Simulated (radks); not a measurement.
Sm3+, configuration [Kr] 4d9 4f6 5s2 5p6 (not the ground configuration). All-electron calculation, scalar-relativistic Kohn-Sham, LDA (Slater exchange, Perdew-Wang correlation), spin-polarised, spherical densities, finite nucleus; open shells are filled with parallel spins first (spin-orbit coupling, left out, can overturn this in heavy ions); Fermi nuclear charge, rms radius 5.0819 fm. Program: a radial shooting solver on a logarithmic mesh with Libxc functionals.

Unscreened Slater integrals over Kohn-Sham orbitals (eV). They are taken over the spin-up orbitals.

| integral | value |
|---|---|
| F0(4f,4f) | 28.787 |
| F2(4f,4f) | 13.636 |
| F4(4f,4f) | 8.5447 |
| F6(4f,4f) | 6.1439 |
| F0(4f,5p) | 18.679 |
| F2(4f,5p) | 6.6282 |
| G2(4f,5p) | 3.4706 |
| G4(4f,5p) | 2.6936 |
| F0(4f,5s) | 20.767 |
| G3(4f,5s) | 4.0155 |
| F0(4f,4d) | 32.164 |
| F2(4f,4d) | 15.379 |
| F4(4f,4d) | 9.8067 |
| G1(4f,4d) | 18.124 |
| G3(4f,4d) | 11.363 |
| G5(4f,4d) | 8.0297 |
| F0(5p,5p) | 15.652 |
| F2(5p,5p) | 8.4549 |
| F0(5p,5s) | 16.658 |
| G1(5p,5s) | 11.182 |
| F0(5p,4d) | 19.545 |
| F2(5p,4d) | 5.5868 |
| G1(5p,4d) | 1.5668 |
| G3(5p,4d) | 1.5323 |
| F0(5s,5s) | 17.951 |
| F0(5s,4d) | 21.952 |
| G2(5s,4d) | 2.3670 |
| F0(4d,4d) | 36.816 |
| F2(4d,4d) | 18.717 |
| F4(4d,4d) | 12.523 |

Derived for the open shells (J is the average intra-shell exchange parameter used in DFT+U). 4d: Racah B = F2/49 - 5 F4/441 = 0.2400 eV, C = 35 F4/441 = 0.9939 eV, C/B = 4.14, F4/F2 = 0.669, J = (F2 + F4)/14 = 2.231 eV. 4f: F4/F2 = 0.627, F6/F2 = 0.451, J = (286 F2 + 195 F4 + 250 F6)/6435 = 1.104 eV.
